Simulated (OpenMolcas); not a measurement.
Mn2+ among 6 point charges of -2.2 e arranged as an octahedron (Oh).

```json
{"Program": "OpenMolcas 26.06", "Method": "CASSCF", "Basis": "ANO-RCC-VDZP [5s4p2d1f]", "Scalar Hamiltonian": "DKH2, point nucleus", "Active space": "5 electrons in 5 orbitals (3d)", "State averaging": "2S+1 = 6 even, 1 root; 2S+1 = 4 even, 24 roots; 2S+1 = 2 even, 75 roots", "Spin-orbit coupling": "RASSI with atomic mean-field integrals over the reference wave functions"}
```

All point charges move together. At R = 1.9 Å |10Dq| is 8253 cm-1, and at R = 2 Å it is 6659 cm-1.

Question: A third run gives 4401 cm-1. What distance was it run at?

Answer: With a power law R^-n the two known points give n = -ln(6659 / 8253) / ln(2 / 1.9) = 4.18. Then R = 1.9 × (8253 / 4401)^(1/4.18) = 2.208 Å. The run was at 2.16 Å, so the estimate is off by +0.048 Å.

Without dynamic correlation the repulsion within the d shell is too large (B by tens of per cent), so at a given field states of lower spin stand too high. Point charges carry no covalency, so the field is a model and not that of real ligands. No measured value stands beside these numbers.
